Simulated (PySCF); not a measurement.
Zn(Me)(OH) cation (CH₄OZn), SMILES [CH3][Zn][OH] (connectivity only; charge and spin as stated), charge +1, multiplicity 2.

The structure is a stationary point at r2SCAN-D4/def2-TZVP. The spin state was assumed, not searched. The isomer is the one that the SMILES or the coordinates give; other isomers of the formula were not compared. Other conformers were not sampled.

Calculation: r2SCAN-D4/def2-TZVP in PySCF.

Frequencies are harmonic and unscaled.

A small imaginary wavenumber (i) marks a very flat motion, where grid noise or a shallow saddle decides the sign.

| mode | ν (cm⁻¹) | IR (km/mol) | moving atoms (share of kinetic energy) |
|---|---|---|---|
| 1 | 23i | 9.9 | H 67 %, Zn 12 %, O 12 %, C 9 % |
| 2 | 99 | 2.6 | O 33 %, Zn 30 %, C 22 %, H 15 % |
| 3 | 195 | 84.1 | H 75 %, O 16 % |
| 4 | 382 | 102.9 | C 71 %, H 13 %, Zn 13 % |
| 5 | 501 | 37.9 | H 89 % |
| 6 | 521 | 141.7 | H 69 %, O 16 % |
| 7 | 586 | 71.3 | O 54 %, H 30 %, Zn 14 % |
| 8 | 714 | 256.2 | H 87 %, O 12 % |
| 9 | 1019 | 350.8 | H 85 %, C 13 % |
| 10 | 1349 | 13.0 | H 91 %, C 9 % |
| 11 | 1400 | 6.7 | H 92 % |
| 12 | 3024 | 91.9 | H 99 % |
| 13 | 3164 | 23.4 | H 90 %, C 10 % |
| 14 | 3215 | 21.8 | H 90 %, C 10 % |
| 15 | 3733 | 473.6 | H 94 % |
